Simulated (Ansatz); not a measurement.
Species: SnH$_{3}$S, charge 0, doublet. SnH3S (SMILES [SH][SnH2], doublet).
B3LYP-D3(BJ)/def2-TZVP minimum from Ansatz (a program for electronic structure):
```xyz
5

Sn    -0.5344    -0.2328    -0.0977
S      1.6874     0.7419     0.1885
H     -1.5470     1.1596    -0.2947
H     -0.9296    -1.0324     1.3941
H      2.1999    -0.3572     0.7680
```
Charge 0, spin multiplicity 2.

Total energies in hartree (Ansatz). UHF or UKS for unpaired electrons; spin-orbit terms are left out. Cores are frozen in correlated methods (noble-gas shells, and filled d and f shells in the p block). Past Kr the def2 sets carry scalar-relativistic core potentials. For partners of very few electrons the exact lower level stands in for a higher one. Spin-orbit terms, left out, reach several kcal/mol for Br and I, and more for heavier atoms.

```tsv
species	HF/def2-TZVPP	CCSD(T)/def2-TZVPP	HF/def2-QZVPP	CCSD(T)/def2-QZVPP	CCSDT(Q)/def2-TZVPP
1: SnH3S (SMILES [SnH2][SH], doublet)	-612.63382	-612.95574	-612.64714	-612.99081	-612.95770
2: Sn (triplet)	-213.33992	-213.39742	-213.34066	-213.40091	-213.39789
3: S (triplet)	-397.50200	-397.64674	-397.51300	-397.66869	-397.64766
4: H (doublet)	-0.49981	-0.49981	-0.49998	-0.49998	-0.49981
```

Task: Work out the atomisation energy (electronic, to ground-state atoms) in kcal/mol: take Hartree-Fock from def2-QZVPP, extrapolate the CCSD(T) correlation energy as X^-3 (X = 3, 4), and add CCSDT(Q) - CCSD(T) in def2-TZVPP. 1 hartree = 627.51 kcal/mol.

Result: 
Species 1: correlation (64·(-0.34367) - 27·(-0.32192))/37 = -0.35954; step -0.00196; E1 = -612.64714 + (-0.35954) + (-0.00196) = -613.00864
Species 2: correlation (64·(-0.06025) - 27·(-0.05750))/37 = -0.06226; step -0.00047; E2 = -213.34066 + (-0.06226) + (-0.00047) = -213.40339
Species 3: correlation (64·(-0.15569) - 27·(-0.14474))/37 = -0.16368; step -0.00092; E3 = -397.51300 + (-0.16368) + (-0.00092) = -397.67760
Species 4: correlation (64·(0.00000) - 27·(0.00000))/37 = 0.00000; step +0.00000; E4 = -0.49998 + (0.00000) + (+0.00000) = -0.49998
-1·E1 +1·E2 +1·E3 +3·E4 = 0.42771 hartree = 268.4 kcal/mol.
